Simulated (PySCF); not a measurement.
**J couplings in C₅H₇GeNO₂**

Geometry (Å), atoms numbered from 1 in this order:
```xyz
16

C     2.3125    1.5840    0.0643
C     2.2921    0.3087    0.4459
C     1.2262   -0.6709    0.0406
O     0.1732   -0.0679   -0.6639
Ge   -1.1249    0.4042    0.4801
O    -0.3985   -0.5552    1.8207
C     0.6120   -1.3701    1.2984
C     0.0843   -2.7026    0.9451
N    -0.3366   -3.7411    0.6571
H     3.1128    2.2618    0.3697
H     1.5250    1.9795   -0.5826
H     3.0960   -0.0965    1.0724
H     1.6746   -1.4458   -0.6075
H    -2.4650   -0.1475   -0.0168
H    -1.1292    1.8868    0.8684
H     1.3907   -1.5127    2.0666
```

Indirect spin–spin couplings were computed at B3LYP/pcJ-1 (pcSseg-1 on Ge) (without the spin–dipole term) (PySCF) on a PBE0-D3(BJ)/def2-SVP structure, for the isolated molecule, without vibrational or relativistic corrections. Couplings are averaged over pairs made equivalent by symmetry, fast rotation or ring inversion, so a value needn't be that of the named pair in this geometry, while other rotamers aren't included; one pair stands for each set, and the list holds a selection of those of at least 0.8 Hz over up to four bonds, among pairs with at least one H atom (others weren't computed).

Isotopes: 13C, 1H, 17O. Couplings to quadrupolar nuclei such as 17O and 33S are rarely resolved in practice.

```json
{"pair": "C1, H10", "bonds": "1", "J (Hz)": "171.1"}
{"pair": "C1, H11", "bonds": "1", "J (Hz)": "168.0"}
{"pair": "C2, H12", "bonds": "1", "J (Hz)": "162.1"}
{"pair": "C3, H13", "bonds": "1", "J (Hz)": "159.4"}
{"pair": "C7, H16", "bonds": "1", "J (Hz)": "163.9"}
{"pair": "C2, H11", "bonds": "2", "J (Hz)": "-3.2"}
{"pair": "C2, H13", "bonds": "2", "J (Hz)": "?"}
{"pair": "O4, H13", "bonds": "2", "J (Hz)": "-13.7"}
{"pair": "O4, H14", "bonds": "2", "J (Hz)": "?"}
{"pair": "O6, H14", "bonds": "2", "J (Hz)": "-4.4"}
{"pair": "O6, H15", "bonds": "2", "J (Hz)": "-12.9"}
{"pair": "O6, H16", "bonds": "2", "J (Hz)": "-12.8"}
{"pair": "C8, H16", "bonds": "2", "J (Hz)": "?"}
{"pair": "H10, H11", "bonds": "2", "J (Hz)": "2.3"}
{"pair": "H14, H15", "bonds": "2", "J (Hz)": "?"}
{"pair": "C3, H10", "bonds": "3", "J (Hz)": "10.7"}
{"pair": "C3, H14", "bonds": "3", "J (Hz)": "1.0"}
{"pair": "O4, H12", "bonds": "3", "J (Hz)": "?"}
{"pair": "O4, H16", "bonds": "3", "J (Hz)": "-1.0"}
{"pair": "O6, H13", "bonds": "3", "J (Hz)": "-0.9"}
{"pair": "C7, H15", "bonds": "3", "J (Hz)": "?"}
{"pair": "H10, H12", "bonds": "3", "J (Hz)": "?"}
{"pair": "H12, H13", "bonds": "3", "J (Hz)": "?"}
{"pair": "H13, H16", "bonds": "3", "J (Hz)": "0.9"}
{"pair": "H10, H13", "bonds": "4", "J (Hz)": "-3.4"}
{"pair": "H13, H14", "bonds": "4", "J (Hz)": "-1.1"}
```

Estimate the withheld couplings, with signs.

Answers


- 2J(C2,H13) = -4.0 Hz (angle at C3 109°)
- 2J(O4,H14) = -13.6 Hz (angle at Ge5 109°)
- 2J(C8,H16) = -4.8 Hz (angle at C7 108°)
- 2J(H14,H15) = 74.5 Hz (angle at Ge5 115°)
- 3J(O4,H12) = -3.4 Hz (dihedral angle 175°)
- 3J(C7,H15) = 2.5 Hz (dihedral angle 128°)
- 3J(H10,H12) = 11.6 Hz (dihedral angle 1°)
- 3J(H12,H13) = 2.6 Hz (dihedral angle 65°)

Relativistic effects of the heavier atoms present are left out.
